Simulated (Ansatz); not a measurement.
A set of 12 reactions (ligand exchange), with CCSD(T)/CBS values in kJ/mol:

```json
{"reaction": "`[Cl][GeH2][GeH3]` + `SS` → `S[S][GeH3]` + `[Cl][GeH3]`", "ΔE": "-13.0"}
{"reaction": "`[NH2][Al]([OH])[SH]` + H–F → `[OH][Al]([F])[SH]` + NH₃", "ΔE": "-93.5"}
{"reaction": "`C=C(F)B[SiH3]` + `CN[SiH3]` → `CN([SiH3])B[SiH3]` + `C=CF`", "ΔE": "-116.6"}
{"reaction": "`C[SiH2]OB(N)F` + `C=C(O)F` → `C=C(F)O[SiH2]C` + `NB(O)F`", "ΔE": "11.0"}
{"reaction": "`C=C=C[SiH3]` + `[OH][Cd][Cl]` → `[SiH3][O][Cd][Cl]` + `C=C=C`", "ΔE": "-93.2"}
{"reaction": "`[Cl][GeH2][GeH3]` + `CNBF` → `C[N]([GeH3])BF` + `[Cl][GeH3]`", "ΔE": "30.7"}
{"reaction": "`[SiH3]O[Si](Cl)(Cl)Cl` + `S[SiH2]Cl` → `Cl[SiH2]S[Si](Cl)(Cl)Cl` + `O[SiH3]`", "ΔE": "65.3"}
{"reaction": "`F/C=[C](\\F)[AlH2]` + `C=CCO` → `C=CC[O][AlH2]` + `F/C=C/F`", "ΔE": "-113.7"}
{"reaction": "`C[SiH](Cl)Cl` + `C=C[SiH2]N` → `C=C[SiH2]N[SiH](Cl)Cl` + CH₄", "ΔE": "-75.3"}
{"reaction": "`[OH][Ga]([OH])[Cl]` + H–F → `[OH][Ga]([OH])[F]` + HCl", "ΔE": "39.0"}
{"reaction": "`[NH]=[Mo](=[NH])([OH])[Cl]` + NH₃ → `[NH]=[Mo](=[NH])([NH2])[Cl]` + H₂O", "ΔE": "15.1"}
{"reaction": "`BCB(C)F` + `C#CS` → `BSC#C` + `CB(C)F`", "ΔE": "-46.6"}
```

Program: Ansatz. Geometries: PBE0-D4/def2-TZVP. ΔE: electronic, gas phase. CCSD(T)/CBS adds triple-zeta CCSD(T) − MP2 to the extrapolated MP2 energy (def2 sets, frozen cores). This one scheme is used for every species. Double bonds are as drawn, so ΔE can hold a change between cis and trans. DFT in def2-TZVPP. B3LYP here is the variant with VWN-RPA as its local correlation; programs differ in this. Elements past krypton have def2 core potentials. For Cd, Ga, Ge, Mo outer-core shells are correlated without core-valence functions, which leaves a few kJ/mol of doubt a bond. Scalar relativity is left out up to krypton. Each species was taken in one conformer, which may not be the lowest.

Task: Give the mean, mean absolute and largest difference (level minus CCSD(T)/CBS, kJ/mol) for: r2SCAN-D4, PBE0-D4, B3LYP-D4, ωB97X-V, ωB97M-V, PBE, r2SCAN, PBE0, B3LYP, MP2/def2-TZVPP, SCS-MP2/def2-TZVPP, MP2/def2-QZVPP, SCS-MP2/def2-QZVPP, CCSD/CBS(def2). (Estimate.)

Result: Computed: 
| level | mean | mean absolute | largest |
| --- | --- | --- | --- |
| r2SCAN-D4 | 0.2 | 5.0 | -16.5 |
| PBE0-D4 | 1.4 | 5.6 | -14.9 |
| B3LYP-D4 | 0.9 | 3.7 | 10.0 |
| ωB97X-V | 0.8 | 3.0 | 8.6 |
| ωB97M-V | 0.4 | 1.7 | 6.3 |
| PBE | 3.5 | 10.2 | -21.6 |
| r2SCAN | 0.9 | 5.7 | -16.7 |
| PBE0 | 3.4 | 6.6 | -14.5 |
| B3LYP | 4.5 | 8.1 | 14.3 |
| MP2/def2-TZVPP | -4.4 | 4.5 | -18.4 |
| SCS-MP2/def2-TZVPP | -2.8 | 4.2 | -9.0 |
| MP2/def2-QZVPP | -3.8 | 4.0 | -18.6 |
| SCS-MP2/def2-QZVPP | -2.2 | 3.2 | -7.1 |
| CCSD/CBS(def2) | 1.8 | 3.0 | 12.9 |

The largest T1 diagnostic in the set is 0.021, for `[NH]=[Mo](=[NH])([OH])[Cl]` (customary mark 0.02).

CCSD(T)/CBS is a level of theory with its own doubt, and the functionals carry their triple-zeta basis error, so these figures describe this set and don't rank the functionals.
